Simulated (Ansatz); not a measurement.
CH2NO (SMILES [NH]C=O) moved off its minimum; all values from Ansatz (a quantum-chemistry and plane-wave program), cores frozen in correlated methods. Open shells are unrestricted.
(charge 0, multiplicity 2)
```xyz
5

N      0.83734    -0.98687    -0.18334
C     -0.32297    -0.44214     0.26352
O     -0.44679     1.12080     0.01366
H      1.61193    -0.05476    -0.18585
H     -0.99661    -0.85676     0.16834
```

Forces at B3LYP/def2-TZVPP (eV/Å):

```tsv
atom	Fx	Fy	Fz
N1	-0.997	5.352	2.357
C2	24.616	15.616	-1.951
O3	0.363	-5.111	1.384
H4	-2.617	-3.285	-0.078
H5	-21.364	-12.572	-1.711
```

Give the forces (eV/Å), the total energy and the dipole at MP2/cc-pVTZ.


```
atom       Fx       Fy      Fz
----  -------  -------  ------
N1     -1.653    5.607   3.037
C2     26.089   16.449  -3.108
O3      0.280   -5.839   1.776
H4     -3.053   -3.456  -0.134
H5    -21.663  -12.761  -1.571
```
Energy -168.6948 hartree, dipole 0.63 D.

Doubts at one or more of the structures used: a spin-contaminated determinant (MP2/cc-pVTZ).
